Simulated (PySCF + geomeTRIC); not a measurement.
Species: C₃H₅N, SMILES `C#CCN` (charge 0, multiplicity 1).

Give a relaxed geometry from PySCF + geomeTRIC with B3LYP-D3(BJ)/def2-TZVP.

This is not unique; one that fits is the end point of this relaxation, one of several conformers (outside a Z-matrix the atoms follow the SMILES, hydrogens last).
Bonded distances (Å): C1–C2 1.201, C1–H5 1.062, C2–C3 1.466, C3–N4 1.466, C3–H6 1.093, C3–H7 1.093, N4–H8 1.014, N4–H9 1.014. Bond angles (°): C2–C1–H5 179.7, C1–C2–C3 177.9, C2–C3–N4 115.4, C2–C3–H6 109.2, C2–C3–H7 109.2, N4–C3–H6 108.3, N4–C3–H7 108.3, H6–C3–H7 106.2, C3–N4–H8 109.8, C3–N4–H9 109.8, H8–N4–H9 106.4.
